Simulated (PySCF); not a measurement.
Molfile (atoms numbered from 1):
```
C5H5F3O
     RDKit          3D

 14 13  0  0  0  0  0  0  0  0999 V2000
   -1.7680   -1.4784   -0.8698 C   0  0  0  0  0  0  0  0  0  0  0  0
   -0.7917   -0.8229   -0.6511 C   0  0  0  0  0  0  0  0  0  0  0  0
    0.3615    0.0040   -0.3410 C   0  0  1  0  0  0  0  0  0  0  0  0
   -0.0736    1.3053    0.3774 C   0  0  0  0  0  0  0  0  0  0  0  0
   -0.8345    2.1278   -0.4558 O   0  0  0  0  0  0  0  0  0  0  0  0
    1.3236   -0.7856    0.5403 C   0  0  0  0  0  0  0  0  0  0  0  0
    0.7789   -1.1310    1.7150 F   0  0  0  0  0  0  0  0  0  0  0  0
    2.4304   -0.0818    0.8255 F   0  0  0  0  0  0  0  0  0  0  0  0
    1.7355   -1.9184   -0.0435 F   0  0  0  0  0  0  0  0  0  0  0  0
   -2.6097   -2.0683   -1.0801 H   0  0  0  0  0  0  0  0  0  0  0  0
    0.8933    0.2614   -1.2649 H   0  0  0  0  0  0  0  0  0  0  0  0
   -0.6205    1.0412    1.2937 H   0  0  0  0  0  0  0  0  0  0  0  0
    0.8128    1.8852    0.6472 H   0  0  0  0  0  0  0  0  0  0  0  0
   -1.6385    1.6612   -0.7151 H   0  0  0  0  0  0  0  0  0  0  0  0
  1  2  3  0
  2  3  1  0
  3  4  1  0
  4  5  1  0
  3  6  1  0
  6  7  1  0
  6  8  1  0
  6  9  1  0
  1 10  1  0
  3 11  1  6
  4 12  1  0
  4 13  1  0
  5 14  1  0
M  END
```

Geometry: GFN2-xTB; GIAO absolute shieldings from PySCF 2.14.0 with density-fitted response routines, gas phase, non-relativistic, averaged over equivalent atoms.

At B3LYP/MINI (50 basis functions, 8.6 s wall time on 1 thread of an Arm Neoverse V2, shared host):
```json
{"atoms": "C6", "σ (ppm)": "130.7"}
{"atoms": "C1", "σ (ppm)": "158.0"}
{"atoms": "C4", "σ (ppm)": "160.3"}
{"atoms": "C2", "σ (ppm)": "166.8"}
{"atoms": "C3", "σ (ppm)": "186.2"}
{"atoms": "O5", "σ (ppm)": "357.5"}
{"atoms": "F7/F8/F9", "σ (ppm)": "339.7"}
{"atoms": "H13", "σ (ppm)": "26.79"}
{"atoms": "H11", "σ (ppm)": "26.90"}
{"atoms": "H12", "σ (ppm)": "27.10"}
{"atoms": "H10", "σ (ppm)": "27.48"}
{"atoms": "H14", "σ (ppm)": "30.35"}
```

**Question.** Predict the values at PW91/ANO-RCC-VDZP on the same geometry.

**Answer.** 
| atoms | σ at PW91/ANO-RCC-VDZP | change |
| --- | --- | --- |
| C6 | 46.2 | -84.5 |
| C1 | 116.2 | -41.8 |
| C4 | 117.3 | -43.0 |
| C2 | 111.9 | -54.9 |
| C3 | 138.8 | -47.4 |
| O5 | 299.0 | -58.5 |
| F7/F8/F9 | 247.1 | -92.6 |
| H13 | 27.49 | +0.70 |
| H11 | 28.17 | +1.27 |
| H12 | 27.58 | +0.48 |
| H10 | 29.36 | +1.88 |
| H14 | 30.03 | -0.32 |

The largest change is at F7/F8/F9 (fluorine of a CF3 group). Cost: 151 basis functions, 69 s wall time on 1 thread of an Arm Neoverse V2, shared host. The order of the carbon signals changes between the two levels.
